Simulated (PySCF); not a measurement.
## Excited states of As³¹⁺ (arsenic, charge +31)

Ground state 1s2, ¹S. All numbers are calculated (PySCF 2.14, the spin-free X2C one-electron Hamiltonian (Gaussian nucleus), in an uncontracted even-tempered set (18 s from 2.69 bohr⁻², ratio 2.5; 9 p from 3.25 bohr⁻², ratio 2.7; 7 d from 3.58 bohr⁻², ratio 2.7; 3 f from 290 bohr⁻², ratio 2.7)). Vertical excitation energies in eV without spin-orbit coupling; excited terms of each kind are numbered among those the solver found. Frozen: nothing.

```tsv
term	leading excitation	EOM-EE-CCSD
1 3S	1s → s	10860.5
1 1S	1s → s	10901.6
1 3P°	1s → p	10930.7
1 1P°	1s → p	10959.3
2 3S	1s → s	12876.7
2 1S	1s → s	12887.5
2 3P°	1s → p	12897.2
2 1P°	1s → p	12904.9
1 3D	1s → d	12910.2
1 1D	1s → d	12910.6
2 3D	1s → d	13591.5
2 1D	1s → d	13591.7
```

The spin-orbit splitting of the hole, absent here, rivals or exceeds the spacing of these terms, so the LS terms are model states.

Only the lower part of the computed list is shown. Doubly excited terms such as np² are absent. The solver can miss terms. The 8 highest virtual orbitals were dropped.
